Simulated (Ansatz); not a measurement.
**Molecular dynamics of BFH4N2**

input.yaml

```yaml
crystal:
  periodic: [false, false, false]
  atoms:
    - { symbol: B, position_ang: [-0.107521, 0.118863, 0.065856] }
    - { symbol: "N", position_ang: [-0.028222, -0.099555, 1.452681] }
    - { symbol: H, position_ang: [-0.800982, -0.372919, 2.028054] }
    - { symbol: H, position_ang: [0.837193, 0.012796, 1.946413] }
    - { symbol: F, position_ang: [1.016426, 0.482134, -0.571517] }
    - { symbol: "N", position_ang: [-1.277587, -0.015252, -0.702411] }
    - { symbol: H, position_ang: [-2.170101, -0.280287, -0.333444] }
    - { symbol: H, position_ang: [-1.271005, 0.154221, -1.690632] }
basis:
  gaussian: { orbitals: def2-SVP }
hamiltonian:
  xc: { name: BHLYP }
md:
  timestep: 0.5
  n_steps: 150
  ensemble: nvt_langevin
  temperature: 200.0
  initial_velocities: maxwell_boltzmann
  seed: 9060
  friction: 0.05
  temperature_schedule:
    - { n_steps: 37, end_temperature: 200.0 }
    - { n_steps: 113, end_temperature: 600.0 }
```

Run as:

```bash
$ ansatz run input.yaml --threads 1 --pin off --max-ram 2048MiB --backend cpu --events-out ev --progress --plain --runs-dir out
```

It starts from a relaxed structure.

Output, in part (one step line in 6, the closing report, with atoms numbered from 0):

```
md step     0: t =     0.00 fs  T =   175.0 K (target 200.0 K)  F+E_penalty+E_count = -6434.55459913 eV  E_kin = 0.180964 eV  (22 SCF iters)
md step     6: t =     3.00 fs  T =   117.8 K (target 200.0 K)  F+E_penalty+E_count = -6434.50451883 eV  E_kin = 0.121829 eV  (25 SCF iters)
md step    12: t =     6.00 fs  T =    89.5 K (target 200.0 K)  F+E_penalty+E_count = -6434.48579675 eV  E_kin = 0.092526 eV  (25 SCF iters)
md step    18: t =     9.00 fs  T =   116.2 K (target 200.0 K)  F+E_penalty+E_count = -6434.49659553 eV  E_kin = 0.120170 eV  (26 SCF iters)
md step    24: t =    12.00 fs  T =    97.8 K (target 200.0 K)  F+E_penalty+E_count = -6434.47557439 eV  E_kin = 0.101165 eV  (25 SCF iters)
md step    30: t =    15.00 fs  T =    99.0 K (target 200.0 K)  F+E_penalty+E_count = -6434.43502800 eV  E_kin = 0.102330 eV  (25 SCF iters)
md step    36: t =    18.00 fs  T =   177.9 K (target 200.0 K)  F+E_penalty+E_count = -6434.46202863 eV  E_kin = 0.183962 eV  (24 SCF iters)
md step    42: t =    21.00 fs  T =   162.6 K (target 215.9 K)  F+E_penalty+E_count = -6434.44576343 eV  E_kin = 0.168104 eV  (25 SCF iters)
md step    48: t =    24.00 fs  T =   152.3 K (target 237.2 K)  F+E_penalty+E_count = -6434.38749925 eV  E_kin = 0.157537 eV  (25 SCF iters)
md step    54: t =    27.00 fs  T =   153.3 K (target 258.4 K)  F+E_penalty+E_count = -6434.43006958 eV  E_kin = 0.158534 eV  (24 SCF iters)
md step    60: t =    30.00 fs  T =   119.9 K (target 279.6 K)  F+E_penalty+E_count = -6434.42557878 eV  E_kin = 0.124038 eV  (25 SCF iters)
md step    66: t =    33.00 fs  T =   228.2 K (target 300.9 K)  F+E_penalty+E_count = -6434.40158844 eV  E_kin = 0.235951 eV  (25 SCF iters)
md step    72: t =    36.00 fs  T =   340.6 K (target 322.1 K)  F+E_penalty+E_count = -6434.39153614 eV  E_kin = 0.352216 eV  (24 SCF iters)
md step    78: t =    39.00 fs  T =   319.7 K (target 343.4 K)  F+E_penalty+E_count = -6434.28701539 eV  E_kin = 0.330593 eV  (25 SCF iters)
md step    84: t =    42.00 fs  T =   454.5 K (target 364.6 K)  F+E_penalty+E_count = -6434.30831700 eV  E_kin = 0.470026 eV  (25 SCF iters)
md step    90: t =    45.00 fs  T =   426.3 K (target 385.8 K)  F+E_penalty+E_count = -6434.22132794 eV  E_kin = 0.440822 eV  (24 SCF iters)
md step    96: t =    48.00 fs  T =   438.3 K (target 407.1 K)  F+E_penalty+E_count = -6434.25356517 eV  E_kin = 0.453282 eV  (24 SCF iters)
md step   102: t =    51.00 fs  T =   588.9 K (target 428.3 K)  F+E_penalty+E_count = -6434.31707867 eV  E_kin = 0.608937 eV  (24 SCF iters)
md step   108: t =    54.00 fs  T =   469.5 K (target 449.6 K)  F+E_penalty+E_count = -6434.15219703 eV  E_kin = 0.485521 eV  (24 SCF iters)
md step   114: t =    57.00 fs  T =   505.6 K (target 470.8 K)  F+E_penalty+E_count = -6434.04701249 eV  E_kin = 0.522845 eV  (24 SCF iters)
md step   120: t =    60.00 fs  T =   506.0 K (target 492.0 K)  F+E_penalty+E_count = -6434.08990087 eV  E_kin = 0.523246 eV  (23 SCF iters)
md step   126: t =    63.00 fs  T =   655.1 K (target 513.3 K)  F+E_penalty+E_count = -6434.17916267 eV  E_kin = 0.677448 eV  (24 SCF iters)
md step   132: t =    66.00 fs  T =   499.0 K (target 534.5 K)  F+E_penalty+E_count = -6433.92782415 eV  E_kin = 0.516048 eV  (24 SCF iters)
md step   138: t =    69.00 fs  T =   577.3 K (target 555.8 K)  F+E_penalty+E_count = -6433.87885066 eV  E_kin = 0.597017 eV  (24 SCF iters)
md step   144: t =    72.00 fs  T =   687.5 K (target 577.0 K)  F+E_penalty+E_count = -6433.96009332 eV  E_kin = 0.710886 eV  (24 SCF iters)
md step   150: t =    75.00 fs  T =   920.7 K (target 598.2 K)  F+E_penalty+E_count = -6434.10421714 eV  E_kin = 0.952067 eV  (24 SCF iters)
Total energy: -6434.10435314 eV, -236.4489737852 hartree
Atom 0 at    -0.088324    -0.012793     0.019715 Å, force    -0.592838    -1.490070     1.770721 eV/Å
Atom 1 at    -0.078343    -0.136368     1.438557 Å, force     3.392571     1.987223    -1.358160 eV/Å
Atom 2 at    -0.817851    -0.440330     1.987699 Å, force    -1.054459    -0.286193     1.311605 eV/Å
Atom 3 at     0.808991     0.276802     1.848779 Å, force    -2.229491    -1.184238    -0.159744 eV/Å
Atom 4 at     1.093405     0.190457    -0.521948 Å, force     0.844571     0.609137    -0.855956 eV/Å
Atom 5 at    -1.198971    -0.314568    -0.779558 Å, force     1.401810     0.253925     1.851349 eV/Å
Atom 6 at    -2.080035    -0.257144    -0.333214 Å, force    -0.941265    -0.014561    -0.637918 eV/Å
Atom 7 at    -1.002786    -0.200554    -1.724490 Å, force    -0.820899     0.124777    -1.921897 eV/Å
Dipole moment:    -0.395452     0.084292     0.177973 e Å
```

The run went to its last step. The schedule's set-point averaged 467 K over the second half and the system 533 K. A run of 0.075 ps of so small a system gives no equilibrium averages.

The same pairs are bonded in the first frame and the last. Pairs count as bonded within 1.25 times the sum of covalent radii (0.12 Å more for H–H).

Last frame:

```xyz
8
Properties=species:S:1:pos:R:3
B -0.088 -0.013 0.020
N -0.078 -0.136 1.439
H -0.818 -0.440 1.988
H 0.809 0.277 1.849
F 1.093 0.191 -0.522
N -1.199 -0.315 -0.780
H -2.080 -0.257 -0.333
H -1.003 -0.201 -1.724
```

Run time: 8.5 min on 1 thread of Arm Neoverse N1, with other jobs on the host, peak memory 0.13 GiB.
